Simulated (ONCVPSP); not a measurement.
# How hard is this V ONCV potential?

| Property | Result |
| --- | --- |
| Element | V |
| Generator | ONCVPSP 4.0.1 |
| Type | optimised norm-conserving Vanderbilt (ONCV) |
| Functional | PBE |
| Relativity | scalar-relativistic |
| Frozen core | [Ne] |
| Valence charge | 13 |
| Reference configuration | 3s2 3p6 3d3 4s2 |
| Partial waves | 3s+4s: rc 1.80 bohr, ncon 4, nbas 8, qcut 5.9 1/bohr, 2 projectors; 3p: rc 1.45 bohr, ncon 3, nbas 8, qcut 7.7 1/bohr, 3 projectors, debl 3.9 Ha; 3d: rc 1.35 bohr, ncon 3, nbas 7, qcut 13.1 1/bohr, 1 projector |
| Local potential | polynomial inside 1.05 bohr (lpopt 5, dvloc0 0 Ha) |
| Core correction | Teter function, fcfact 4, rcfact 1.7 |

Problem. For each optimised wave give the share of its norm inside rc, the residual kinetic energy above qcut (Ha) and the cutoffs (Ha) for errors of 10, 1, 0.1 and 0.01 mHa per electron.

Solution.

| wave | norm inside rc | residual KE | 10 mHa | 1 mHa | 0.1 mHa | 0.01 mHa |
| --- | --- | --- | --- | --- | --- | --- |
| 3s | 0.977 | 3.5e-06 | 6.7 | 8.8 | 10.5 | 12.6 |
| 4s | 0.075 | 1.6e-05 | 4.8 | 7.0 | 12.8 | 20.8 |
| 3p | 0.859 | 6.5e-06 | 17.1 | 21.8 | 25.7 | 29.6 |
| p projector 2 | 0.091 | 7.6e-06 | 16.5 | 21.7 | 25.9 | 29.6 |
| p projector 3 | 0.073 | 4.2e-05 | 18.6 | 24.3 | 28.4 | 35.0 |
| 3d | 0.560 | 6.1e-08 | 43.6 | 54.8 | 63.7 | 71.3 |

The occupied waves need 55 Ha and 64 Ha for 1 and 0.1 mHa.
